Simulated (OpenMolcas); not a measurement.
Ni4+: moving or changing the point charges

Ni4+ among 6 point charges of -1 e arranged as a tetragonal octahedron (D4h), 1.73 Å from the ion, with the axial distance 1.765 Å.
```
   1.7300    0.0000    0.0000  -1.00
   0.0000    1.7300    0.0000  -1.00
  -1.7300    0.0000    0.0000  -1.00
   0.0000   -1.7300    0.0000  -1.00
   0.0000    0.0000    1.7646  -1.00
   0.0000    0.0000   -1.7646  -1.00
```

| Item | Value |
| --- | --- |
| Program | OpenMolcas 26.06 |
| Method | SS-CASPT2, IPEA 0.25 Eh, imaginary shift 0.1 Eh (closed shells correlated: 3s 3p) |
| Basis | ANO-RCC-VTZP [6s5p3d2f1g] |
| Scalar Hamiltonian | DKH2, point nucleus |
| Active space | 6 electrons in 5 orbitals (3d) |
| State averaging | 2S+1 = 5 even, 5 roots; 2S+1 = 3 even, 45 roots; 2S+1 = 1 even, 50 roots |
| Spin-orbit coupling | state interaction with AMFI integrals over the reference wave functions |

Runs around this geometry, states (labels of D4, the rotations of D4h). Energies in cm-1 above the lowest state or level, χT in cm3 K/mol.

```tsv
R (Å)	q (e)	Axial / equatorial distance	Ground state	First state of that spin	First gap with spin-orbit (degeneracies)	χT at 300 K	First state of another spin
1.73	-1	0.94	5B2	5E 690	6 (2, 1)	4.676	3A2 27440
1.73	-0.8	1.02	5E	5B2 280	3 (1, 2)	4.995	3E 27310
1.59	-1	1.02	5E	5B2 380	13 (2, 1)	4.640	3E 27030
1.73	-1	1.02	5E	5B2 330	2 (2, 1)	4.862	3E 27290
1.9	-1	1.02	5E	5B2 280	7 (1, 2)	5.128	3E 27370
```

The ground state changes within this set.

Point charges give a weaker field than real ligands, and real ions of this kind are often low spin; the high spin found here belongs to the model. The ground term spreads over less than 5000 cm-1, several times less than with real ligands, so orbital moments are less quenched and χT lies further from the spin-only value than at real sites. Free-ion shares, where given, are those of the reference states; single-state CASPT2 does not remix them. Spin-orbit coupling mixes the spin-free states strongly: the lowest level takes only 69 % from its leading state, 5B2 (holds for R = 1.73, q = -1, ratio = 0.94). An orbital doublet at a regular site is open to a Jahn-Teller distortion, which this geometry leaves out (holds for R = 1.73, q = -0.8, ratio = 1.02; R = 1.59, q = -1, ratio = 1.02; R = 1.73, q = -1, ratio = 1.02; R = 1.9, q = -1, ratio = 1.02). Point charges carry no covalency, so the field is a model and not that of real ligands. No measured value stands beside these numbers.
